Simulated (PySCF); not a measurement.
CF3, SMILES F[C+](F)F, charge +1. Geometry optimised at PBE-D3(BJ)/def2-TZVP.

Computed equilibrium geometry at PBE-D3(BJ)/def2-TZVP (PySCF confirms it by a frequency run) as Cartesian coordinates in Å, and its point group:
point group D3h.
```xyz
4

C      0.0000     0.0000     0.0000
F      1.2469     0.0000     0.0000
F     -0.6235     1.0799     0.0000
F     -0.6235    -1.0799     0.0000
```
Charge +1, spin multiplicity 1.
